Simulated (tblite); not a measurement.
Compound: C5H4BrN3.
Bonds: C1–C2 (triple), C2–C3, C3–N4, N4–C5 (aromatic), C5–N6 (aromatic), N6–N7 (aromatic), N7–C8 (aromatic), C8–Br9, N4–C8 (aromatic). Hydrogens: H10 on C1; H11, H12 on C3; H13 on C5.

Computed with GFN2-xTB (tblite), gas phase: L-BFGS steps from a force-field or distance-geometry start until the largest atomic force falls under 0.01 eV/Å.

At the end of the run (lengths in Å): C8–Br9 1.858, N6–N7 1.339, C5–N6 1.299, N7–C8 1.299, C5–H13 1.070, C3–N4 1.444, C2–C3 1.453, N4–C8–Br9 122.5°, C5–N4–C8 102.6°, C1–C2–C3 176.4°, C3–N4–C5 129.0°, C2–C3–N4–C5 -94°, H11–C3–N4–C5 146°, H13–C5–N4–C3 -3°.

Question: These geometries were met on the way; a selection of coordinates is given. Order them by energy above the end point, lowest first.
A. C8–Br9 1.906, N6–N7 1.344, C5–N6 1.291, N7–C8 1.294, C5–H13 1.091, C3–N4 1.435, C2–C3 1.467, N4–C8–Br9 125.5°, C5–N4–C8 103.4°, C1–C2–C3 179.0°, C3–N4–C5 127.6°, C2–C3–N4–C5 -98°, H11–C3–N4–C5 139°, H13–C5–N4–C3 3°
B. C8–Br9 1.868, N6–N7 1.323, C5–N6 1.311, N7–C8 1.306, C5–H13 1.065, C3–N4 1.444, C2–C3 1.454, N4–C8–Br9 125.0°, C5–N4–C8 103.6°, C1–C2–C3 179.8°, C3–N4–C5 127.0°, C2–C3–N4–C5 -98°, H11–C3–N4–C5 140°, H13–C5–N4–C3 2°
C. C8–Br9 1.912, N6–N7 1.375, C5–N6 1.320, N7–C8 1.320, C5–H13 1.084, C3–N4 1.461, C2–C3 1.469, N4–C8–Br9 127.6°, C5–N4–C8 106.5°, C1–C2–C3 178.4°, C3–N4–C5 125.9°, C2–C3–N4–C5 -98°, H11–C3–N4–C5 139°, H13–C5–N4–C3 4°
D. C8–Br9 1.862, N6–N7 1.338, C5–N6 1.299, N7–C8 1.300, C5–H13 1.070, C3–N4 1.446, C2–C3 1.452, N4–C8–Br9 122.7°, C5–N4–C8 102.6°, C1–C2–C3 178.6°, C3–N4–C5 127.9°, C2–C3–N4–C5 -97°, H11–C3–N4–C5 142°, H13–C5–N4–C3 1°
E. C8–Br9 1.854, N6–N7 1.339, C5–N6 1.297, N7–C8 1.297, C5–H13 1.068, C3–N4 1.440, C2–C3 1.454, N4–C8–Br9 124.0°, C5–N4–C8 102.5°, C1–C2–C3 179.5°, C3–N4–C5 127.4°, C2–C3–N4–C5 -98°, H11–C3–N4–C5 141°, H13–C5–N4–C3 2°

Answer: D (0.009 eV), E (0.017 eV), B (0.034 eV), A (0.092 eV), C (0.179 eV).

```tsv
step	E above end (eV)	rms distance from the end, all atoms (Å)	largest force (eV/Å)	rms shift of all bonds from the end (Å)
11	0.009	0.071	0.092	0.001
5	0.017	0.080	0.170	0.002
3	0.034	0.083	0.787	0.007
1	0.092	0.088	0.946	0.017
0	0.179	0.091	1.590	0.022
```

Rows stand in the order of the answer.
